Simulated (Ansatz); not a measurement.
This geometry of C4H5FZn (11 atoms, charge 0, multiplicity 1) is a first-order saddle point.

These are results of RKS LDA/def2-SVP in Ansatz, not measurements.

```xyz
11
Properties=species:S:1:pos:R:3
C -0.124 -1.194 0.989
C 0.434 0.121 0.511
F 1.784 0.150 0.730
C 0.134 0.473 -0.929
C -0.542 1.583 -1.282
Zn -0.588 1.899 0.656
H 0.714 -1.798 1.401
H -0.587 -1.774 0.160
H -0.888 -1.091 1.786
H 0.521 -0.263 -1.675
H -0.793 1.835 -2.327
```

Which two structures does it join? (They come from a converged band through this point; their orientation in space is the band's.)

No bond is made or broken. The dihedral H9–C1–C2–Zn6 goes from -84 to 36°. The two ends are copies of one structure, up to a mirror image or an exchange of like atoms.

First end point:

```xyz
11
Properties=species:S:1:pos:R:3
C -0.235 -1.111 1.042
C 0.245 0.230 0.595
F 1.437 0.499 1.206
C 0.356 0.420 -0.902
C -0.368 1.342 -1.567
Zn -1.059 1.766 0.223
H 0.517 -1.899 0.794
H -1.196 -1.376 0.555
H -0.381 -1.126 2.142
H 1.084 -0.262 -1.404
H -0.334 1.462 -2.664
```

Last end point:

```xyz
11
Properties=species:S:1:pos:R:3
C -0.057 -1.168 1.004
C 0.506 0.100 0.454
F 1.869 0.051 0.534
C 0.065 0.458 -0.948
C -0.631 1.580 -1.221
Zn -0.455 1.891 0.711
H 0.242 -1.300 2.065
H 0.329 -2.049 0.437
H -1.165 -1.172 0.947
H 0.365 -0.279 -1.732
H -1.003 1.831 -2.230
```

How far does it lie above each of them?

0.152 eV above the first and 0.152 eV above the second. This is the barrier of this one path; another mechanism may lie lower.

Time of the run: 30 s on 2 threads of AMD EPYC 9B45 (Zen 5), on a shared host, peak memory 0.19 GiB.
